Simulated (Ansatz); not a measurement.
Cost and result for the atomization energy of C₂H₆BFO (`BOC(C)F`) (11 atoms, 10 bonds).

```json
{"atom": "B1", "x (Å)": "1.5794", "y (Å)": "-0.1068", "z (Å)": "1.2597"}
{"atom": "O2", "x (Å)": "0.2728", "y (Å)": "-0.1351", "z (Å)": "0.9303"}
{"atom": "C3", "x (Å)": "-0.1931", "y (Å)": "0.4432", "z (Å)": "-0.2535"}
{"atom": "C4", "x (Å)": "-1.2643", "y (Å)": "-0.4125", "z (Å)": "-0.8608"}
{"atom": "F5", "x (Å)": "-0.7169", "y (Å)": "1.6692", "z (Å)": "0.0723"}
{"atom": "H6", "x (Å)": "1.8822", "y (Å)": "-0.5936", "z (Å)": "2.3071"}
{"atom": "H7", "x (Å)": "2.3766", "y (Å)": "0.3785", "z (Å)": "0.5039"}
{"atom": "H8", "x (Å)": "0.6479", "y (Å)": "0.6285", "z (Å)": "-0.9321"}
{"atom": "H9", "x (Å)": "-1.6643", "y (Å)": "0.0712", "z (Å)": "-1.7524"}
{"atom": "H10", "x (Å)": "-2.0671", "y (Å)": "-0.5585", "z (Å)": "-0.1370"}
{"atom": "H11", "x (Å)": "-0.8531", "y (Å)": "-1.3843", "z (Å)": "-1.1375"}
```

The species carries charge 0 and has multiplicity 1. Geometry: relaxed with PBE0-D4/def2-TZVP. It is one conformer, not always the lowest. Program: Ansatz. All runs use 4 threads of an Arm Neoverse V2 on a shared host. Times are those of one run each, without the atoms' runs, and a repeat can differ threefold. Electronic energies, without spin–orbit coupling; frozen cores. CCSD(T)/CBS adds CCSD(T) − MP2 in def2-TZVPP to the MP2 limit, and its time is that of the two runs behind it. T1 = 0.013. B3LYP takes the VWN-RPA correlation (the form of Gaussian; ORCA's B3LYP/G).

CCSD(T)/CBS is a level of theory with its own doubt, some kJ/mol a heavy atom from the limit and from the frozen cores, so smaller differences don't rank the functionals.

```csv
level,functions,wall time
PBE-D4/def2-TZVPP (with forces),239,1.6 s
PBE0-D4/def2-TZVPP,239,1.6 s
B3LYP-D4/def2-TZVPP (with forces),239,2.6 s
r2SCAN-D4/def2-TZVPP (with forces),239,3 s
B2PLYP/def2-TZVPP,239,3.1 s
ωB97X-V/def2-TZVPP,239,4.7 s
ωB97M-V/def2-TZVPP (with forces),239,7 s
MP2/def2-QZVPP,465,13 s
CCSD(T)/def2-TZVPP,239,92 s
CCSD(T)/CBS(def2),–,110 s
```

(1) What atomization energy does each give, and how far from CCSD(T)/CBS? (Estimate.)

Answers

(1) The calculation gave: 
```
                             level  atomization (kJ/mol)  difference from CCSD(T)/CBS  per bond
   PBE-D4/def2-TZVPP (with forces)                4417.1                        102.1      10.2
                PBE0-D4/def2-TZVPP                4333.5                         18.5       1.8
 B3LYP-D4/def2-TZVPP (with forces)                4325.4                         10.4       1.0
r2SCAN-D4/def2-TZVPP (with forces)                4341.1                         26.1       2.6
                 B2PLYP/def2-TZVPP                4289.1                        -25.9      -2.6
                ωB97X-V/def2-TZVPP                4330.0                         15.0       1.5
  ωB97M-V/def2-TZVPP (with forces)                4339.1                         24.1       2.4
                    MP2/def2-QZVPP                4361.0                         46.0       4.6
                CCSD(T)/def2-TZVPP                4217.5                        -97.5      -9.8
                 CCSD(T)/CBS(def2)                4315.0                          0.0       0.0
```

From PBE to PBE0 (25 % exact exchange), in def2-TZVPP and without D4, the atomization energy moves by −80.9 kJ/mol: exact exchange takes away binding that semilocal exchange gives to molecules. The D4 term adds +25.4 kJ/mol with B3LYP and +13.3 kJ/mol with PBE0; it sums over pairs of atoms, weighted by their polarisabilities, and B3LYP, whose exchange is more repulsive, gets the larger term. In def2-TZVPP, CCSD(T) changes the Hartree–Fock value by +997.1 kJ/mol (the triples alone add +58.4 kJ/mol) and MP2 by +1083.0 kJ/mol; breaking electron pairs costs correlation energy, which Hartree–Fock lacks.
